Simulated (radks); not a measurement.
Problem. Excited configurations of S IV: one electron is placed in a higher orbital outside [Ne] 3s2. The ground configuration is [Ne] 3s2 3p1. Method: non-relativistic Kohn-Sham, BLYP, spin-polarised, spherical densities, point nucleus; open shells are filled with parallel spins first; computed with a radial shooting solver on a logarithmic mesh with Libxc functionals. Excitation = E - E(ground); binding = E(ion) - E, where the ion is the core of charge +4; n* = 4/sqrt(2 binding) in atomic units, and the quantum defect is n - n*.

| outer orbital | excitation (eV) | binding (eV) | n* | quantum defect | eigenvalue (eV) | <r> (bohr) |
|---|---|---|---|---|---|---|
| 4f | 32.948 | 14.198 | 3.916 | 0.084 | -11.901 | 4.198 |
| 5f | 37.674 | 9.472 | 4.794 | 0.206 | -8.187 | 7.275 |
| 6f | 40.439 | 6.707 | 5.697 | 0.303 | -5.895 | 11.02 |
| 7p | 41.075 | 6.071 | 5.988 | 1.012 | -5.439 | 13.66 |
| 7d | 41.814 | 5.332 | 6.389 | 0.611 | -4.754 | 15.11 |

Estimate the row for 5s.

Solution. excitation (eV) 32.808; binding (eV) 14.338; n* 3.896; quantum defect 1.104; eigenvalue (eV) -12.764; <r> (bohr) 5.849. The Delta-SCF ionisation energy is 47.146 eV (NIST Atomic Spectra Database: 47.22 eV, semi-empirical). Self-interaction in the functional shifts the binding energies and quantum defects, so they are the method's values and not measured ones. Open shells are spherical and high-spin; term and fine-structure splittings are not resolved.
